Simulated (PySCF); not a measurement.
How methods differ on the excitation energy of Ir

Ir [Xe] 4f14 5d7 6s2 (4F) → Ir [Xe] 4f14 5d6 6s2 7s1 (6D), as a difference of total energies. Calculation: PySCF 2.14, in aug-cc-pVTZ-PP with ECP60MDF (6s6p5d3f2g, 88 functions); a scalar-relativistic core potential. Correlated levels: valence: 5s2 5p6 frozen. The calculations carry no spin-orbit coupling.

```tsv
method	excitation energy (cm⁻¹)
UHF	55899
LDA	68244
PBE	67193
PBE0	66213
r2SCAN	67069
BHandHLYP	65835
M06-L	68310
B2PLYP	67023
wB97X-V	66989
MP2 (valence)	66409
SCS-MP2 (valence)	67878
```

The promoted electron is Rydberg-like, and one or two diffuse shells describe it only roughly, which tends to raise the upper state.
